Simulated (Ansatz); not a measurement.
# Ligand exchange: AlH(CH3)(SH) + SnH3(SH) → AlH(SH)2 + SnH3(CH3)

Species: AlH(CH3)(SH), singlet; SnH3(SH), singlet; AlH(SH)2, singlet; SnH3(CH3), singlet. The partners trade CH3 for SH: Al–CH3 and Sn–SH bonds give way to Al–SH and Sn–CH3.

Shapes, held fixed at every level: PBE0-D4/def2-TZVP. Flexible molecules stand in one conformer, not always the lowest. Programs: Ansatz 0.2.0. The zero-point and thermal change to 298 K, harmonic and unscaled (PBE0-D4/def2-TZVP), is +1.7 kJ/mol.

Q: Estimate ΔH(298 K) of this reaction.

A: The highest level, CCSD(T)/def2-TZVPP, gives ΔH(298 K) = -39.1 kJ/mol; the levels span -40.6 to -30.6. The column of differences is taken from that level and isn't an error. No measured value is set beside it here. For atoms past krypton def2 sets carry core potentials with scalar relativity. Correlated rows may include outer-core shells of Sn, which these sets cover unevenly.

```tsv
level	kind	ΔH(298 K) (kJ/mol)	less CCSD(T)/def2-TZVPP
HF/def2-TZVPP	Hartree–Fock	-30.7	+8.4
B3LYP-D4/def2-TZVPP	global hybrid	-30.6	+8.5
PBE0-D4/def2-TZVPP	global hybrid	-32.3	+6.8
MP2/def2-TZVPP	perturbation theory	-40.6	-1.5
CCSD/def2-SVP	coupled cluster or CI	-33.8	+5.3
CCSD/def2-TZVPP	coupled cluster or CI	-38.2	+0.9
CCSD(T)/def2-TZVPP	coupled cluster or CI	-39.1	0.0
```
